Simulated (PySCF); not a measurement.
**Working out the ionisation energy of Ne⁺**

Ne⁺ [He] 2s2 2p5 (2P) → Ne²⁺ [He] 2s2 2p4 (3P). Computed with PySCF 2.14 in aug-cc-pVQZ, with no relativity, point nucleus. Frozen: 1s2. Energies in hartree (1 hartree = 27.21139 eV):

| part | Ne⁺ (lower) | Ne²⁺ (upper) |
| --- | --- | --- |
| UHF | -127.821200 | -126.378158 |
| MP2 opposite-spin | -0.170112 | -0.123728 |
| MP2 same-spin | -0.050952 | -0.037782 |

Problem. What does Hartree-Fock give?

Solution. (-126.378158) − (-127.821200) = 1.443042 hartree = 39.267 eV.

Problem. What do MP2 and SCS-MP2 (6/5 opposite-spin, 1/3 same-spin) give?

Solution. The opposite-spin parts differ by 1.262 eV and the same-spin parts by 0.358 eV. MP2: 39.267 + (1.262) + (0.358) = 40.887 eV. SCS-MP2: 39.267 + 1.2 × (1.262) + (0.358)/3 = 40.901 eV.

A first-order spin-orbit estimate adds -0.005 eV to MP2 (valence), giving 40.882 eV against 40.963 eV (measured; NIST Atomic Spectra Database, ionization energies).

What remains against the reference includes basis incompleteness, the frozen core and correlation beyond second order.
